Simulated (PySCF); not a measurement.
In(H)(vinyl)(NH2) (C2H6InN), SMILES C=[CH][InH][NH2].

Coordinates come from a r2SCAN-D4/def2-SVP optimisation. The structure was generated by enumeration; whether it is a known compound was not checked. The def2 effective core potentials stand for the cores of In; spin–orbit coupling is left out. Other conformers were not sampled.

The numbers are results of TDDFT-PBE/def2-SVPD run with PySCF, not measurements.

Vertical excitations. Isolated molecule, no solvent.

Computed lowest excited states:
```json
[
 {"state": "S1", "energy (eV)": "3.92", "λ (nm)": "317", "f": "0.043", "main pairs": "HOMO→LUMO 94 %"},
 {"state": "S2", "energy (eV)": "4.71", "λ (nm)": "263", "f": "0.003", "main pairs": "HOMO−1→LUMO 91 %"},
 {"state": "S3", "energy (eV)": "4.82", "λ (nm)": "257", "f": "0.038", "main pairs": "HOMO→LUMO+1 91 %"},
 {"state": "S4", "energy (eV)": "5.25", "λ (nm)": "236", "f": "0.021", "main pairs": "HOMO→LUMO+2 61 %, HOMO−2→LUMO 31 %"},
 {"state": "S5", "energy (eV)": "5.49", "λ (nm)": "226", "f": "0.015", "main pairs": "HOMO→LUMO+3 86 %"},
 {"state": "S6", "energy (eV)": "5.59", "λ (nm)": "222", "f": "0.065", "main pairs": "HOMO−2→LUMO 40 %, HOMO→LUMO+2 27 %, HOMO−2→LUMO+2 10 %, HOMO→LUMO+3 9 %"},
 {"state": "S7", "energy (eV)": "5.64", "λ (nm)": "220", "f": "0.012", "main pairs": "HOMO−3→LUMO 88 %"},
 {"state": "S8", "energy (eV)": "5.91", "λ (nm)": "210", "f": "0.002", "main pairs": "HOMO→LUMO+4 97 %"},
 {"state": "S9", "energy (eV)": "6.01", "λ (nm)": "206", "f": "0.043", "main pairs": "HOMO−1→LUMO+1 81 %, HOMO−1→LUMO+3 14 %"},
 {"state": "S10", "energy (eV)": "6.07", "λ (nm)": "204", "f": "0.032", "main pairs": "HOMO−2→LUMO+1 94 %"},
 {"state": "T1", "energy (eV)": "3.25", "λ (nm)": "381", "f": "0", "main pairs": "HOMO→LUMO 98 %"},
 {"state": "T2", "energy (eV)": "4.16", "λ (nm)": "298", "f": "0", "main pairs": "HOMO−2→LUMO 85 %"},
 {"state": "T3", "energy (eV)": "4.35", "λ (nm)": "285", "f": "0", "main pairs": "HOMO−1→LUMO 98 %"},
 {"state": "T4", "energy (eV)": "4.44", "λ (nm)": "279", "f": "0", "main pairs": "HOMO→LUMO+1 99 %"}
]
```
Triplets are in the Tamm–Dancoff approximation, which puts them higher than full response would, so one can lie above its singlet here.
